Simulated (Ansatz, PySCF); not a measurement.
Gas-phase reaction (SMILES): CC[Se]C[Se]C [methylselanylmethylselanylethane] + 5 [H][H] (H2) → 4 C (CH4) + 2 [SeH2] (H2Se); energy of full hydrogenation.

Structures are relaxed separately at B3LYP-D3(BJ)/def2-TZVP in Ansatz (a program for electronic structure), one conformer each, not searched for the lowest. Cores are frozen in the correlated levels unless marked. Spin-orbit coupling is left out. Frozen are the shells of the preceding noble gas and the d and f shells that filled before the atom's block. No relativistic terms. CBS(X,Y): correlation extrapolated as X^-3; Hartree-Fock from the larger set. Thermal terms are rigid-rotor harmonic-oscillator values from B3LYP-D3(BJ) frequencies (PySCF) at 298.15 K and 1 atm. 1 Eh = 627.5095 kcal/mol.

```
species        E, CCSD(T)/CBS(cc-pVTZ,cc-pVQZ) (Ansatz) (Eh)  E, B3LYP-D3(BJ)/def2-TZVPD (Ansatz + dftd3) (Eh)  H - E (Eh)
-------------  ---------------------------------------------  ------------------------------------------------  ----------
CC[Se]C[Se]C                                     -4958.37979                                       -4961.71197     0.14172
[H][H] (H2)                                         -1.17450                                          -1.17983     0.01336
C (CH4)                                            -40.45816                                         -40.53958     0.04840
[SeH2] (H2Se)                                    -2401.27457                                       -2402.79178     0.01725
```

### Question
Work out ΔE and ΔH at 298.15 K at the first level, then ΔH at the second.

### Answer

1. ΔE = [4×(-40.45816) + 2×(-2401.27457)] - [(-4958.37979) + 5×(-1.17450)] = -0.12949 Eh = -81.3 kcal/mol at CCSD(T)/CBS(cc-pVTZ,cc-pVQZ).
2. The terms H - E add up to 0.01958 Eh, so ΔH = (-0.12949 + (0.01958))×627.5095 = -69.0 kcal/mol.
3. At B3LYP-D3(BJ)/def2-TZVPD the same steps give ΔE = -82.1 and ΔH = -69.8 kcal/mol, a shift of -0.8 from the first level.
4. These values are not checked against measurement here, since the tables used lack a sound gas-phase enthalpy of formation for at least one species.
